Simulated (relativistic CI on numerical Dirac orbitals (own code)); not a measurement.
# Rh⁵⁺: M2,3 absorption edge

Computed with this model: Dirac-Coulomb-Breit CI, orbitals from a KLI potential per configuration, QED by a radiative potential, multiplet model of core-to-valence dipole absorption, unscaled Slater integrals; configurations [Kr] 4d4 → [Ne] 3s2 3p5 3d10 4s2 4p6 4d5; 300 K; Lorentzian 2 eV and Gaussian 0.4 eV FWHM. Energies are those of the free ion, without screening or charge transfer. The branching ratio is the share of the lower-energy edge in the whole absorption, uncertain by about 0.02 where the edges overlap. S is read from ⟨S²⟩ = S(S + 1).

Field parameters in Wybourne normalisation: D3d B²₀ = −7Dσ, B⁴₀ = −14Dq − 21Dτ, B⁴₃ = −14√(10/7) Dq. The field is a parameter set, without covalency.

Case D3d, 10Dq = 42150, Dσ = -1200, Dτ = 100 cm⁻¹, the dichroism is that of the ground state at zero temperature, magnetised by exchange field 10 meV on Sz. The dichroism I(Δm = −1) − I(Δm = +1), over the sum of the three polarisations, integrates to -0.0151 on the lower edge and -0.0030 on the upper edge. The branching ratio is 0.793.

Task: Use the orbital sum rule with 6 holes to get ⟨Lz⟩.

Result: For a p → d edge ⟨Lz⟩ = 2 × n_h × (sum of both integrals) in this sign convention = -0.22; the ground state itself has ⟨Lz⟩ = -0.22 and ⟨Sz⟩ = -0.22. The rule assumes one radial integral for both edges, which relativistic orbitals only approach.
